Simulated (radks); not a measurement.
The numbers below are computed, except where a source is named.
Task: Pr34+, 25 electrons, occupied as [Ar] 3d7. Code: a radial shooting solver on a logarithmic mesh with Libxc functionals. Model: non-relativistic Kohn-Sham, TPSS, spin-polarised, spherical densities, point nucleus; open shells are filled with parallel spins first (spin-orbit coupling, left out, can overturn this in heavy ions); meta-GGA in the generalised Kohn-Sham scheme; relativity is left out, which matters for an element this heavy. Some entries of the table are withheld. Estimate them.

orbital,occ.,eigenvalue (hartree),<r> (bohr),<1/r> (bohr^-1)
1s down,1,-1514.986,0.02572,58.48
1s up,1,-1514.986,0.02572,58.48
2s up,1,-281.5303,0.1096,13.58
2s down,1,-281.1685,0.1095,13.59
2p up,3,-269.6471,0.09310,13.58
2p down,3,-269.3786,0.09301,13.59
3s up,1,-97.25007,0.2756,5.278
3s down,1,-96.85770,0.2761,5.262
3p up,3,-92.28959,0.2641,(1)
3p down,3,-91.85969,0.2647,(2)
3d up,5,-83.55497,0.2329,5.109
3d down,2,-83.00957,0.2336,5.097
4s up,0,-48.15689,0.5394,2.667
4s down,0,-48.03039,0.5405,2.659
4p up,0,-46.07651,(3),2.624
4p down,0,-45.94185,(4),2.617

Result: 
(1) 3p up <1/r> (bohr^-1): 5.218
(2) 3p down <1/r> (bohr^-1): 5.201
(3) 4p up <r> (bohr): 0.5362
(4) 4p down <r> (bohr): 0.5375
